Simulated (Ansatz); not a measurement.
# A geometry optimisation of B2ClHSi with PBE0-D3(BJ)/def2-SVP

The starting geometry of this gas-phase singlet was optimised with GFN2-xTB.

```xyz
5

B    -0.9272   -0.2883    0.4137
B     0.4244   -0.5519   -0.1758
Cl   -2.5449   -0.0534    0.8047
Si    0.4264   -1.0277   -2.0188
H     1.5003   -0.5136    0.3165
```

Task: Predict what becomes of its bonds when it is optimised with PBE0-D3(BJ)/def2-SVP.

Result: A new bond forms, giving a structure given below by its coordinates. Contacts that close: B1–Si4 (2.88 → 2.16 Å).

The energy falls by 0.27 eV over 13 steps:

| step | E − E(last) (eV) |
| --- | --- |
| 1 | 0.275 |
| 2 | 0.195 |
| 4 | 0.091 |
| 5 | 0.058 |
| 6 | 0.045 |
| 8 | 0.015 |
| 9 | 0.005 |
| 10 | 0.003 |
| 12 | 0.000 |
| 13 | 0.000 |

Final geometry (Å):

```xyz
5

B    -0.8018   -0.2773    0.4955
B     0.6370   -0.4869    0.1436
Cl   -2.4872   -0.2371    0.1121
Si   -0.2987   -0.8411   -1.5279
H     1.8298   -0.5925    0.1169
```

Frequencies at the end are all real (lowest 103 cm⁻¹). Run with Ansatz 0.2.0, 26 s on 1 thread of Intel(R) Xeon(R) Platinum 8488C (Sapphire Rapids), on a shared host.
